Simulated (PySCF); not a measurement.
# Vertical excitation energies

C4H8OSSi.
SMILES: `CS[Si@H](O)C#CC`

Theory: TDDFT CAM-B3LYP/def2-SVPD, vertical, gas phase, core orbitals frozen in the response in PySCF. Isolated species at its GFN2-xTB geometry (one conformer only). Torsions of this conformer, `[CH3:1][C:2]#[C:3][Si@@H:4]([OH:5])[S:6][CH3:7]`: C3–Si4–S6–C7 54°, H–O5–Si4–C3 88°.

```
state  E (eV)  λ (nm)       f  |μ| (D)     main configurations (H = HOMO, L = LUMO)
   S1    5.17   239.7  0.0024     0.35                                    H→L (86%)
   S2    5.84   212.4  0.0006     0.16                   H-1→L (51%), H-1→L+3 (14%)
   S3    6.05   205.0   0.021     0.95        H→L+1 (40%), H→L+2 (18%), H-2→L (17%)
   S4    6.22   199.4   0.027     1.06       H-2→L (20%), H→L+1 (20%), H-2→L+2 (8%)
   S5    6.28   197.5  0.0017     0.27  H-2→L+1 (23%), H-2→L+2 (21%), H-2→L+3 (19%)
   S6    6.56   189.1  0.0056     0.48                                  H→L+3 (64%)
   S7    6.80   182.4  0.0032     0.35        H→L+2 (37%), H→L+4 (24%), H→L+3 (15%)
   S8    7.03   176.3   0.021     0.90                     H-3→L (55%), H-1→L (17%)
```

Triplets (Tamm–Dancoff): T1 4.89 eV, H→L (68%); T2 5.00 eV, H-2→L (25%), H-2→L+3 (16%), H→L (9%); T3 5.37 eV, H-1→L (38%), H-2→L+3 (10%).

The lowest singlet lies at 5.17 eV (240 nm, ultraviolet) and is very weak; its leading configuration is HOMO→LUMO (86%). The most intense listed level is S4 at 6.22 eV (199 nm, f = 0.027), 1.05 eV above S1. Löwdin shares by element: HOMO sulfur 72%, carbon 10% or more, silicon 7%; LUMO sulfur 26%, silicon 19%, oxygen 12%, carbon 10% or more (atoms not listed hold the other 33%). Weighted by f, the mean energy of these states is 6.40 eV. Orbital energies (eV): HOMO-3 -9.98, HOMO-2 -9.33, HOMO-1 -9.10, HOMO -8.06, LUMO 0.44, LUMO+1 1.02, LUMO+2 1.15. The listed states span 1.86 eV, and the widest gap between neighbours is 0.66 eV (S1 to S2). No computed singlet lies in the visible range (380 to 750 nm); the lowest, at 240 nm, stands 1.91 eV above its violet end (3.26 eV). The window holds the lowest 8 singlets.

The run took 1.8 min on one thread of an Intel Xeon at 2.50 GHz, shared host with 64 logical CPUs at a one-minute load of 63, and the process peaked at 1.0 GiB of memory.
